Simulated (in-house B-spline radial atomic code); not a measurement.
Ionisation energies along the 19-electron series, configuration [Ar] 3d1, as differences of self-consistent energies. NIST's values go from ground level to ground level; the uncertainty of those that are theory runs from under 0.1 % in few-electron ions to several per cent in heavy many-electron ones. Computed with a B-spline radial code for spherical atoms: non-relativistic Hartree-Fock, average of the configuration, point nuclei.

This level leaves out relativity, spin-orbit splitting included, which matters for heavy ions.

```csv
ion,configuration after,ionisation energy (eV),IE/(q+1)² (eV),-ε less Coulomb ΔSCF (eV),tabulated value (eV),computed minus tabulated (eV)
Sc2+,[Ne] 3s2 3p6,23.9,2.6531,0.73461,24.75684,-0.9
Ti3+,[Ne] 3s2 3p6,?,?,?,?,?
V4+,[Ne] 3s2 3p6,64.5,2.5788,1.0668,65.28165,-0.8
Cr5+,[Ne] 3s2 3p6,89.9,2.4965,1.1585,90.6349,-0.8
Mn6+,[Ne] 3s2 3p6,118.5,2.419,1.2276,119.203,-0.7
Fe7+,[Ne] 3s2 3p6,150.4,2.3499,1.282,151.06,-0.7
Co8+,[Ne] 3s2 3p6,185.4,2.2891,1.3262,186.14,-0.7
Ni9+,[Ne] 3s2 3p6,223.6,2.2357,1.3631,224.7,-1.1
Cu10+,[Ne] 3s2 3p6,264.8,2.1888,1.3945,265.33,-0.5
Zn11+,[Ne] 3s2 3p6,309.2,2.1474,1.4215,310.8,-1.6
Ga12+,[Ne] 3s2 3p6,356.7,2.1106,1.4452,356,0.7
Ge13+,[Ne] 3s2 3p6,407.2,2.0777,1.4661,407,0.2
As14+,[Ne] 3s2 3p6,460.8,2.0482,1.4847,460,0.8
Se15+,[Ne] 3s2 3p6,?,?,?,?,?
Br16+,[Ne] 3s2 3p6,?,?,?,?,?
Kr17+,[Ne] 3s2 3p6,640.1,1.9755,1.5303,640,0.1
Rb18+,[Ne] 3s2 3p6,705.9,1.9554,1.5429,706,-0.1
Sr19+,[Ne] 3s2 3p6,774.8,1.937,1.5544,774,0.8
```

Task: Fill in the row of Ti3+.

Result: ionisation energy (eV): 42.4; IE/(q+1)² (eV): 2.6508; -ε less Coulomb ΔSCF (eV): 0.93734; tabulated value (eV): 43.26717; computed minus tabulated (eV): -0.9.

Task: Fill in the row of Se15+.

Result: ionisation energy (eV): 517.5; IE/(q+1)² (eV): 2.0216; -ε less Coulomb ΔSCF (eV): 1.5014; tabulated value (eV): 517; computed minus tabulated (eV): 0.5.

Task: Fill in the row of Br16+.

Result: ionisation energy (eV): 577.3; IE/(q+1)² (eV): 1.9974; -ε less Coulomb ΔSCF (eV): 1.5165; tabulated value (eV): 577; computed minus tabulated (eV): 0.3.

Task: How far is this level of theory from the measured and semi-empirical values?

Result: Over those 10 rows the differences run from -1.58 to -0.484 eV (mean absolute value 0.86 eV). The calculation leaves out relativity, correlation and, in open shells, the multiplet splittings that an average leaves out.
